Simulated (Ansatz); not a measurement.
Mulliken charges of BrClFH$_{3}$Si$_{2}$, SMILES `F[Si]([SiH3])(Cl)Br` from PBE/def2-TZVPP in Ansatz (PBE0-D4/def2-TZVP geometry).

| atom | x (Å) | y (Å) | z (Å) | charge (e) |
| --- | --- | --- | --- | --- |
| F1 | 0.389 | 0.231 | -2.225 | -0.240 |
| Si2 | -0.426 | 0.459 | -0.880 | 0.566 |
| Si3 | 0.590 | -0.623 | 0.919 | 0.078 |
| Cl4 | -2.312 | -0.248 | -1.199 | -0.175 |
| Br5 | -0.520 | 2.636 | -0.537 | -0.158 |
| H6 | 0.642 | -2.081 | 0.646 | -0.026 |
| H7 | -0.230 | -0.353 | 2.126 | -0.021 |
| H8 | 1.960 | -0.078 | 1.093 | -0.024 |

By hand: the dipole of these point charges (1 e Å = 4.8032 D).

Σ q r = (0.139, -0.154, 0.315) e Å, of length 0.377 e Å = 1.81 D.

How does the dipole of the full density compare? (Estimate.)

The calculation gave: (0.103, -0.136, 0.280) e Å, 1.57 D; the point charges give 1.15 times that, at 3° from its direction.

Point charges leave out the atoms' own dipoles, such as those of lone pairs, and Mulliken's split depends on the basis, so the two needn't agree.
